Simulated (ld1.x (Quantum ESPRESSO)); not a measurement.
Rb (Z = 37): excitation energies, all-electron against RRKJ

```
Element                 : Rb (Z = 37)
Generator               : ld1.x (Quantum ESPRESSO) 7.5
Type                    : norm-conserving RRKJ (Kleinman–Bylander form)
Functional              : PBE
Relativity              : fully relativistic
Frozen core             : [Ar] 3d10
Valence charge          : 9
Reference configuration : 4s2 4p6 5s0.75 5p0.25
Partial waves           : 4s (bound): rc 1.75 bohr; 4p (bound): rc 2.15 bohr; 4d channel at 0.35 Ry: rc 2.00 bohr; 4f channel at 0.3 Ry: rc 1.85 bohr
Local potential         : the f channel
Core correction         : none
rho0                    : 0.02
```

Open shells are filled in proportion to 2j + 1 (rel_dist='average').

Occupied shells without a wave of their own: 5p, 5s. They enter only through the test configuration that unscreens the potential.

Energies are relative to the spin-unpolarised reference configuration 4s2 4p6 5s0.75 5p0.25; without spin polarisation the order of configurations can differ from experiment. The f channel is local and has no spin–orbit splitting in the pseudo-atom.

```tsv
valence configuration	charge	ΔE all-electron (eV)	error AE − PS (meV)
4s2 4p6 5s1 5p0	0	-0.372	+19
4s2 4p6 5s0 5p0	+1	3.781	-110
4s2 4p6 5s0.5 5p0	+0.5	1.206	-28
4s2 4p5 5s1 5p0	+1	20.778	+143
```

**Question.** What are ΔE and the potential's error for 4s1 4p6 5s1 5p0?

**Answer.** ΔE = 37.355 eV all-electron; the error (AE − PS) is +200 meV.

**Question.** What are ΔE and the potential's error for 4s2 4p6 5s0 5p1?

**Answer.** ΔE = 1.147 eV all-electron; the error (AE − PS) is -68 meV.

Levels in the configuration 4s2 4p6 5s0.5 5p0:

```csv
level,all-electron (eV),pseudo (eV)
4s j=1/2,-34.542,-34.577
4p j=1/2,-19.202,-19.236
4p j=3/2,-18.321,-18.354
5s j=1/2,-4.121,-4.246
```
